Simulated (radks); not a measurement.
Problem. As19+, configuration [Ne] 3s2 3p2. Method: Dirac Kohn-Sham, RPBE, spin-unpolarised, spherical densities, point nucleus; open shells fill j = l - 1/2 first; computed with a radial shooting solver on a logarithmic mesh with Libxc functionals. Some entries of the table are withheld. Estimate them.

| orbital | occ. | eigenvalue (eV) | <r^2> (bohr^2) |
|---|---|---|---|
| 1s1/2 | 2 | -12487.27 | 0.002785 |
| 2s1/2 | 2 | -2233.249 | 0.04714 |
| 2p1/2 | 2 | -2080.680 | 0.03632 |
| 2p3/2 | 4 | -2043.319 | 0.03770 |
| 3s1/2 | 2 | (1) | 0.2939 |
| 3p1/2 | 2 | (2) | 0.2819 |
| 3p3/2 | 0 | (3) | 0.2882 |
| 3d3/2 | 0 | (4) | 0.2356 |
| 3d5/2 | 0 | (5) | 0.2371 |
| 4s1/2 | 0 | -404.7221 | 1.074 |

Solution. 
(1) 3s1/2 eigenvalue (eV): -801.3613
(2) 3p1/2 eigenvalue (eV): -750.3856
(3) 3p3/2 eigenvalue (eV): -742.3005
(4) 3d3/2 eigenvalue (eV): -666.2603
(5) 3d5/2 eigenvalue (eV): -664.6075
